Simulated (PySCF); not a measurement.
Gas-phase thermal properties of AgI

Computed with PySCF (xtb for GFN2) and rigid-rotor harmonic-oscillator thermochemistry at 1 bar. All species are closed-shell singlets. Ag, I: scalar-relativistic def2 core potential, no spin-orbit coupling. The harmonic model lacks anharmonicity and excited electronic states, which grow with temperature; levels with a mode under 35 cm⁻¹ are left out.

```json
[
 {"level": "GFN2-xTB", "point group": "C∞v", "σ": "1", "ZPE (kJ/mol)": "1.4", "S°298 (J/mol/K)": "263.5", "Cp298 (J/mol/K)": "36.6", "S°1000 (J/mol/K)": "308.5", "H1000 − H298 (kJ/mol)": "26.1"},
 {"level": "PBE/def2-SVP", "point group": "C∞v", "σ": "1", "ZPE (kJ/mol)": "1.2", "S°298 (J/mol/K)": "264.7", "Cp298 (J/mol/K)": "36.8", "S°1000 (J/mol/K)": "309.7", "H1000 − H298 (kJ/mol)": "26.1"},
 {"level": "PBE0/def2-TZVP", "point group": "C∞v", "σ": "1", "ZPE (kJ/mol)": "1.2", "S°298 (J/mol/K)": "264.5", "Cp298 (J/mol/K)": "36.8", "S°1000 (J/mol/K)": "309.5", "H1000 − H298 (kJ/mol)": "26.1"}
]
```
σ: rotational symmetry number. Electronic degeneracy used: 1. Frequencies are unscaled.
